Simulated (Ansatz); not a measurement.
Relaxation of FH7OSi3 (12 atoms, charge 0, multiplicity 1), to a largest force component of 0.02 eV/Å in at most 40 steps.

These are results of RKS B3LYP-D4/STO-3G (Ansatz), not measurements.

```xyz
12
Properties=species:S:1:pos:R:3
Si 0.000 0.000 0.000
Si 0.000 0.000 2.220
H -1.315 -0.407 2.707
H 1.010 -0.935 2.707
H 0.305 1.342 2.707
F 1.499 0.000 -0.529
O -0.791 1.371 -0.559
H -1.749 1.140 -0.782
Si -1.046 -1.812 -0.739
H -1.703 -2.485 0.377
H -2.045 -1.427 -1.731
H -0.078 -2.717 -1.351
```

Problem. Where does it end, and by what steps?

Solution. The forces met the threshold. The force dipped under the threshold on the way, but the program's further checks kept it going. Limits of this set-up: minimal basis. After 33 steps the energy has fallen by 0.406 eV; H11 moved furthest, 0.69 Å.

```csv
step,energy less start (eV),largest force component (eV/Å),accepted
0,0.0000,2.152,yes
2,-0.2765,0.650,yes
4,-0.3140,0.179,yes
6,-0.3323,0.211,yes
8,-0.3427,0.650,yes
10,-0.3756,0.612,yes
12,-0.3804,0.732,yes
14,-0.3993,0.070,yes
16,-0.4010,0.061,yes
18,-0.4031,0.022,yes
20,-0.3982,0.295,no
22,-0.4040,0.116,no
24,-0.4050,0.043,yes
26,-0.4054,0.063,yes
28,-0.4060,0.015,yes
30,-0.4061,0.047,yes
32,-0.4062,0.027,yes
33,-0.4063,0.015,yes
```

```xyz
12
Properties=species:S:1:pos:R:3
Si -0.225 0.040 0.058
Si 0.119 -0.009 2.308
H -1.133 -0.191 3.006
H 0.982 -1.112 2.665
H 0.732 1.207 2.791
F 1.170 0.399 -0.759
O -1.286 1.376 -0.192
H -1.446 1.398 -1.204
Si -1.061 -1.921 -0.773
H -2.143 -2.407 0.053
H -1.575 -1.761 -2.115
H -0.047 -2.950 -0.812
```

Whether the end is a true minimum wasn't checked by a vibrational analysis.

Time of the run: 87 s on 1 thread of Arm Neoverse V2, with other jobs on the host, peak memory 0.13 GiB.
